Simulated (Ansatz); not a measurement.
Born–Oppenheimer molecular dynamics of C₃H₉ClOSi (15 atoms, charge 0, multiplicity 1). It starts from a relaxed structure.

Computed with RKS B3LYP-D4/6-31G in Ansatz.

```
ensemble                      : NVE (velocity Verlet)
time step                     : 1 fs
steps asked                   : 166
starting velocities drawn for : 500 K
seed                          : 301951
```

First frame:

```xyz
15
Properties=species:S:1:pos:R:3
Si -0.023 -0.153 -0.249
Cl -0.283 -0.194 1.954
C 1.808 0.075 -0.623
H 2.394 -0.754 -0.216
H 1.962 0.123 -1.706
H 2.164 1.009 -0.181
O -0.821 1.244 -0.847
C -2.216 1.601 -0.663
H -2.431 1.782 0.396
H -2.382 2.518 -1.230
H -2.882 0.816 -1.040
C -0.808 -1.757 -0.884
H -1.865 -1.816 -0.611
H -0.725 -1.804 -1.976
H -0.297 -2.623 -0.454
```

Task: How far do the bonds stretch over the last three quarters of this one trajectory? (Pairs bonded in most of those frames.)

Result: 
```json
{"bond": "Si1–Cl2", "mean (Å)": "2.227", "spread (Å)": "0.038", "shortest": "2.17", "longest": "2.28"}
{"bond": "Si1–C3", "mean (Å)": "1.890", "spread (Å)": "0.028", "shortest": "1.83", "longest": "1.96"}
{"bond": "Si1–O7", "mean (Å)": "1.723", "spread (Å)": "0.031", "shortest": "1.68", "longest": "1.79"}
{"bond": "Si1–C12", "mean (Å)": "1.912", "spread (Å)": "0.048", "shortest": "1.82", "longest": "1.99"}
{"bond": "C3–H4", "mean (Å)": "1.097", "spread (Å)": "0.030", "shortest": "1.05", "longest": "1.15"}
{"bond": "C3–H5", "mean (Å)": "1.097", "spread (Å)": "0.011", "shortest": "1.08", "longest": "1.12"}
{"bond": "C3–H6", "mean (Å)": "1.100", "spread (Å)": "0.046", "shortest": "1.03", "longest": "1.17"}
{"bond": "O7–C8", "mean (Å)": "1.455", "spread (Å)": "0.032", "shortest": "1.39", "longest": "1.50"}
{"bond": "C8–H9", "mean (Å)": "1.099", "spread (Å)": "0.033", "shortest": "1.04", "longest": "1.16"}
{"bond": "C8–H10", "mean (Å)": "1.093", "spread (Å)": "0.023", "shortest": "1.06", "longest": "1.13"}
{"bond": "C8–H11", "mean (Å)": "1.100", "spread (Å)": "0.024", "shortest": "1.06", "longest": "1.15"}
{"bond": "C12–H13", "mean (Å)": "1.098", "spread (Å)": "0.022", "shortest": "1.06", "longest": "1.13"}
{"bond": "C12–H14", "mean (Å)": "1.096", "spread (Å)": "0.007", "shortest": "1.08", "longest": "1.11"}
{"bond": "C12–H15", "mean (Å)": "1.095", "spread (Å)": "0.015", "shortest": "1.07", "longest": "1.12"}
```

Mean temperature of the second half: 243 K. The conserved energy stayed within 1.4 meV per atom of its start (net change 0.73 meV per atom), so the integration is sound. Over the second half the temperature averaged 0.49 of the 500 K drawn at the start: a run that starts near a minimum puts about half its kinetic energy into the potential. A run of 0.17 ps of so small a system gives no equilibrium averages. Limits of this set-up: no polarisation functions.

The run took 19 min on 2 threads of Intel(R) Xeon(R) Processor @ 2.50GHz (Skylake/Cascade Lake) (shared host), peak memory 0.22 GiB.
